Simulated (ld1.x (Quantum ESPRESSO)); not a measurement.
Results of a calculation; reference values are marked as such.
# Potentials for silicon (Si) compared

Generated with ld1.x 7.5 (TM, RRKJ, ultrasoft, PAW), atompaw 4.2 or ONCVPSP 4.0.1. The cutoff is in Ry: for ld1.x and atompaw files where the sum of valence levels is converged to 10 mRy in a Bessel basis, for ONCV files where the hardest occupied wave has 1 mHa per electron of residual kinetic energy. The error is the largest all-electron minus pseudo excitation energy over each file’s own four to seven test configurations (ionisations up to +4, promotions, holes and added fractions of an electron), all of which were solved. The labels leave out finer settings (local radius, basis sizes, second energies), which also bear on the numbers. Spin-polarised tests are not counted. The rows are a selection from randomly drawn settings: files with unsolved tests, undetermined cutoffs or missed reference levels are left out.

```tsv
potential	cutoff (Ry)	largest error (meV)	bound ghosts
RRKJ, PBE, non-relativistic, rc 1.55/2.30/1.95 (spd), local smoothed, core correction yes, reference 3s2 3p1.5	35	+127	none
PAW, PW91, scalar-relativistic, rc 1.75/2.05 (sp), local smoothed, core correction yes, reference 3s2 3p2	10	-62	none
TM, PBE, non-relativistic, rc 1.85/2.10 (sp), local s, core correction yes, reference 3s2 3p1	15	+66	none
TM, LDA (PZ), scalar-relativistic, rc 1.50/1.70/1.30 (spd), local s, core correction yes, reference 3s2 3p1	21	+34	none
PAW, PBE, scalar-relativistic, rc 0.85/0.95/1.00 (spd), local smoothed, core correction yes, reference 2s2 2p6 3s1.75 3p2.25	140	-21	none
TM, PBE, scalar-relativistic, rc 1.35/1.40/1.20 (spd), local p, core correction no, reference 3s2 3p2	45	+60	none
```

Problem. Fill in the row for Si: PAW, PBE, scalar-relativistic, rc 1.70/1.45/1.85 (spd), local smoothed, core correction yes, reference 3s1 3p3.

Solution. cutoff 15 Ry, largest error -33 meV, bound ghosts: none.

Problem. Fill in the row for Si: PAW, PBE, scalar-relativistic, rc 1.70/1.90 (sp), local smoothed, core correction yes, reference 3s2 3p2.

Solution. cutoff 10 Ry, largest error -58 meV, bound ghosts: none.
